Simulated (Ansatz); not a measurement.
C₄H₄F₂, SMILES F/C=C\C=C/F.

Coordinates come from a PBE0-D3(BJ)/def2-SVP optimisation. Other conformers were not sampled.

Two levels are set side by side: PBE/def2-SVPD (Ansatz, an electronic-structure program) and PBE0/def2-SVPD (Ansatz). Energy differences of separate SCF runs at the same geometry; the states with an electron removed or added have multiplicity 2 and 2. Differences are taken from unrounded values.

```tsv
quantity	PBE
vertical ionisation energy (eV)	8.74
vertical singlet–triplet gap (eV)	3.12
```

Question: These are the PBE values. What does PBE0 give? (An estimate is asked for; the answer gives what the named calculation found.)

Answer: 
```json
[
 {"quantity": "vertical ionisation energy (eV)", "PBE0": "8.87", "PBE minus PBE0": "-0.13"},
 {"quantity": "vertical singlet–triplet gap (eV)", "PBE0": "3.13", "PBE minus PBE0": "0.00"}
]
```

On these quantities the two levels nearly agree.
